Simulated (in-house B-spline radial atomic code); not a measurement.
Radial electron density of Tm5+, [Kr] 4d10 4f11 5s2 5p4 9g1. Method: Dirac-Hartree-Fock, average of configuration, Fermi nucleus of rms radius 5.2256 fm. Calculated with an all-electron radial atomic-structure program (B-spline basis).

Columns: r (bohr), 4πr²n(r) (electrons per bohr), bar.

```
0.000633    2.736 #
0.000821    4.185 ##
 0.00107    6.399 ##
 0.00138    9.524 ###
 0.00179    14.11 #####
 0.00233    20.67 #######
 0.00302    29.42 ###########
 0.00392    40.78 ###############
 0.00509    54.52 ####################
  0.0066    69.46 #########################
 0.00856    83.44 ##############################
  0.0111    93.23 ##################################
  0.0144    95.95 ###################################
  0.0187    91.52 #################################
  0.0243    85.39 ###############################
  0.0315     87.2 ###############################
  0.0408    101.9 #####################################
   0.053    120.1 ###########################################
  0.0688    121.9 ############################################
  0.0892    104.3 ######################################
   0.116     94.8 ##################################
    0.15    107.6 #######################################
   0.195    106.8 #######################################
   0.253    72.53 ##########################
   0.328    51.85 ###################
   0.426    60.96 ######################
   0.552    56.43 ####################
   0.717    33.39 ############
    0.93    17.46 ######
    1.21    10.11 ####
    1.57      4.6 ##
    2.03    1.199 
    2.64   0.1588 
    3.42  0.01678 
    4.44 0.005846 
    5.76  0.02831 
    7.47 0.004637 
    9.69  0.02713 
    12.6  0.03906 
    16.3 0.0005093 
    21.2   0.1054 
    27.5  0.01699 
    35.6 0.0001024 
    46.2 1.579e-08 
    59.4 2.284e-15
```

On this grid the curve has 7 maxima, near 0.0144, 0.0688, 0.15, 0.426, 5.76, 12.6, 21.2 bohr.

The 9g7/2 radial function P(r) = rR(r), positive near the nucleus, with its small component Q(r) (sign convention: Q ≈ (P' + κP/r)/2c):

```tsv
r (bohr)	P	Q
0.253	0.0005324	5.499e-05
0.426	0.002488	0.000144
0.717	0.01015	0.0003455
1.21	0.04122	0.0008187
2.03	0.1292	0.001294
3.42	0.1065	-7.668e-05
5.76	-0.1683	-0.0002514
9.69	0.1648	-6.474e-05
16.3	-0.02273	0.0004181
27.5	0.1304	-4.761e-05
```
